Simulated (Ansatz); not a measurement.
This geometry of ClF2H3O3W + FH (12 atoms, charge 0, multiplicity 1) is a first-order saddle point.

All numbers below come from Ansatz, RHF/def2-SVP.

```xyz
12
Properties=species:S:1:pos:R:3
W 0.292 0.123 -0.082
Cl -0.453 -0.488 2.930
F 2.042 -0.063 0.455
F 0.736 1.768 -0.842
O -1.445 0.511 0.257
H -1.917 0.458 1.087
O 0.121 -1.676 0.007
H 0.252 -2.466 -0.499
O 0.243 -0.248 -1.903
H 0.390 0.488 -2.487
F 0.523 1.521 1.582
H 0.214 0.930 2.369
```

Which two structures does it join? (They come from a converged band through this point; their orientation in space is the band's.)

Bonds broken: W1–Cl2, F11–H12. Bonds formed: W1–F11, Cl2–H12. ClF2H3O3W + FH becomes ClH + F3H3O3W.

Image 0:

```xyz
12
Properties=species:S:1:pos:R:3
W -0.102 -0.422 0.438
Cl -0.942 -0.887 2.613
F 1.531 -0.986 1.145
F 0.367 1.281 1.174
O -1.803 0.104 0.029
H -2.669 0.209 0.398
O -0.306 -2.122 -0.191
H 0.148 -2.954 -0.179
O 0.664 0.254 -1.074
H 1.113 1.083 -1.246
F 1.673 2.746 -0.527
H 1.322 2.551 0.293
```

Image 8:

```xyz
12
Properties=species:S:1:pos:R:3
W 0.498 -0.037 -0.254
Cl -1.874 1.261 3.225
F 2.316 -0.481 -0.222
F 1.097 1.722 -0.463
O -1.242 0.431 0.034
H -1.813 0.702 0.745
O 0.204 -1.839 -0.023
H 0.754 -2.604 0.071
O 0.377 -0.085 -2.084
H 0.565 0.489 -2.814
F 0.744 0.288 1.593
H -0.630 1.011 3.065
```

How far does it lie above each of them?

30.8 kcal/mol above the first and 38.5 kcal/mol above the second. This is the barrier of this one path; another mechanism may lie lower. The orbitals stay closed-shell, which can raise the energy where a bond breaks towards radicals; this wasn't checked here.

The run took 14 min on 4 threads of Arm Neoverse V1, with other jobs on the host, peak memory 0.56 GiB.
